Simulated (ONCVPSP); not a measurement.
**Nb (Z = 41): variants of one ONCV potential**

Base potential:

Nb, optimised norm-conserving Vanderbilt (ONCV), made with ONCVPSP 4.0.1 (LDA (Perdew-Zunger), scalar-relativistic). Core [Kr], reference 4d4 5s1. Waves: 5s: rc 2.80 bohr, ncon 4, nbas 8, qcut 1.8 1/bohr, 2 projectors, debl 2.3 Ha; p scattering state at 0.03 Ha: rc 3.05 bohr, ncon 4, nbas 9, qcut 3.2 1/bohr, 2 projectors, debl 2.9 Ha; 4d: rc 2.00 bohr, ncon 4, nbas 7, qcut 4.1 1/bohr, 2 projectors, debl 2.7 Ha. Local part: polynomial inside 1.35 bohr (lpopt 5, dvloc0 6 Ha). Core correction: none.

In the p channel the program set the typed energies aside and used 0.050, 2.950 Ha.

All-electron outer shells of the reference configuration (LDA (Perdew-Zunger), scalar-relativistic, ld1.x):

```
shell  level (eV)  outermost node (bohr)  outermost maximum (bohr)
   4p      -34.61                   0.54                      1.12
   5s       -4.20                   1.40                      3.04
   4d       -3.21                   0.55                      1.51
```

Cutoffs, loose and tight: the cutoffs (Ha) at which the residual kinetic energy of the hardest occupied pseudo-wave falls to 1 and 0.1 mHa per electron. They do not see the model core or the augmentation charge, which bear on the density cutoff. Test errors are all-electron minus pseudo excitation energies from the reference, over the configurations 4d4 5s0; 4d3 5s0; 4d2 5s0; 4d3 5s1. A dash means not determined; rows that change the core or the reference have their own tests. The largest error is taken over the tests solved by every variant that gives reliable tests at all: 4d3 5s0; 4d3 5s1; 4d4 5s0.

| change | outcome | cutoff, loose | cutoff, tight | bound ghosts | GHOST(+) flags above zero | largest test error (meV) |
| --- | --- | --- | --- | --- | --- | --- |
| base | generated, projector energies reset by the program | 37 Ha | 44 Ha | none | s, p | +49 |
| local potential polynomial inside 1.45 bohr (lpopt 4, dvloc0 3 Ha) | generated, projector energies reset by the program | 37 Ha | 44 Ha | none | s, p | +49 |
| p: qcut 2.2 | generated, projector energies reset by the program | 37 Ha | 44 Ha | none | s, p | +49 |
| d: nbas 9 | generated, projector energies reset by the program | 63 Ha | 78 Ha | none | s, p | +49 |
| d: ncon 3, nbas 6 | generated, projector energies reset by the program | 30 Ha | 50 Ha | none | s, p | +45 |
| p: qcut 2.3 | generated, projector energies reset by the program | 37 Ha | 44 Ha | none | s, p | +49 |
| d: rc 2.52 | generated, projector energies reset by the program | 18 Ha | 27 Ha | none | s, p | +53 |

(1) What comes out with this change to the base: p: rc 2.56?

(2) What comes out with this change to the base: functional PBE?

Answers

(1) outcome: generated; cutoff, loose: 37 Ha; cutoff, tight: 44 Ha; bound ghosts: none; GHOST(+) flags above zero: s, p; largest test error (meV): +49.

(2) outcome: generated, projector energies reset by the program; cutoff, loose: 37 Ha; cutoff, tight: 44 Ha; bound ghosts: none; GHOST(+) flags above zero: s, p; largest test error (meV): +93.
